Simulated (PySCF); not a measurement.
# Constants of NiH, step by step

State: ²Δ, doublet, unpaired electrons δ ↑. De refers to Ni (3d8 4s2) + H. ROHF-based CCSD(T) in PySCF 2.14 with Ni cc-pVTZ, H cc-pVTZ and Ni cc-pVQZ, H cc-pVQZ (frozen core orbitals: 9; no relativity). Correlation energies are extrapolated as n⁻³ (n = 3, 4), Hartree–Fock as (n+1)·exp(−9√n). CV is the change on freezing 5 orbitals instead, in Ni cc-pwCVTZ, H cc-pVTZ. SR is the spin-free X2C energy in Ni cc-pVTZ-DK, H cc-pVTZ-DK less the non-relativistic one in Ni cc-pVTZ, H cc-pVTZ.

```tsv
Level	Re (Å)	ωe (cm⁻¹)	ωexe (cm⁻¹)	αe (cm⁻¹)	De (eV)
CCSD(T)/TZ	1.4617	1966.1	38.5	0.253	2.882
CCSD(T)/QZ	1.4655	1952.1	37.6	0.249	3.002
HF/CBS	1.5535	1641.5	24.8	0.199	0.138
MP2/CBS	1.4385	2091.1	38.4	0.257	3.813
CCSD/CBS	1.4755	1890.5	35.1	0.245	2.765
CCSD(T)/CBS	1.4675	1946.3	37.0	0.246	3.083
CCSD(T)/CBS+CV	1.4660	1950.6	37.6	0.249	3.138
CCSD(T)/CBS+CV+SR	1.4466	2029.3	38.0	0.249	2.938
```

**Question.** How much is left between CCSD(T)/QZ and the basis-set limit, and how much do the triples give at the limit?

**Answer.** CCSD(T)/CBS less CCSD(T)/QZ: +2.0 mÅ in Re, -5.8 cm⁻¹ in ωe and +0.081 eV in De. CCSD(T)/CBS less CCSD/CBS: -8.0 mÅ in Re, +55.8 cm⁻¹ in ωe and +0.318 eV in De.

**Question.** What do the later terms add?

**Answer.** CV: -1.5 mÅ in Re, +4.3 cm⁻¹ in ωe and +0.055 eV in De; SR: -19.4 mÅ in Re, +78.7 cm⁻¹ in ωe and -0.200 eV in De, each against the row above.

The T1 diagnostic is 0.054, large enough to doubt a single reference. The state was picked by a PBE0 search and need not be the measured ground state. Spin–orbit coupling, excitations beyond (T) and corrections to the Born–Oppenheimer picture are left out.

The whole job (state search and all basis sets along the bond) took about 27 min on 4 threads of Intel Xeon 6975P-C (shared host), peak memory 14 GiB.
